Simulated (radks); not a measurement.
Ionisation of neutral niobium, [Kr] 4d4 5s1, to [Kr] 4d4 as the strength of local exchange is varied. Method: scalar-relativistic Kohn-Sham, Slater X-alpha exchange (alpha = 2/3 is LDA exchange), no correlation, spin-polarised, spherical densities, finite nucleus; open shells are filled with parallel spins first (spin-orbit coupling, left out, can overturn this in heavy ions); Fermi nuclear charge, rms radius 4.324 fm; computed with a radial shooting solver on a logarithmic mesh with Libxc functionals.

| alpha | E(Nb) (hartree) | exchange (hartree) | IE (eV) | -e of the level emptied (eV) | <r> of it (bohr) |
|---|---|---|---|---|---|
| 0.667 | -3811.92970 | -110.93514 | 6.956 | 4.251 (5s) | 3.628 |
| 0.689 | -3815.59605 | -114.70469 | 7.083 | 4.370 (5s) | 3.605 |
| 0.735 | -3823.27348 | -122.60910 | 7.353 | 4.624 (5s) | 3.559 |
| 0.761 | -3827.61973 | -127.09034 | 7.508 | 4.771 (5s) | 3.533 |
| 0.798 | -3833.81327 | -133.48429 | 7.731 | 4.985 (5s) | 3.496 |
| 0.953 | -3859.86753 | -160.48386 | 8.697 | 5.929 (5s) | 3.349 |

NIST Atomic Spectra Database: 6.759 eV (measured). The central value is not met in this range of alpha. Open shells are spherical and high-spin; term and fine-structure splittings are not resolved.
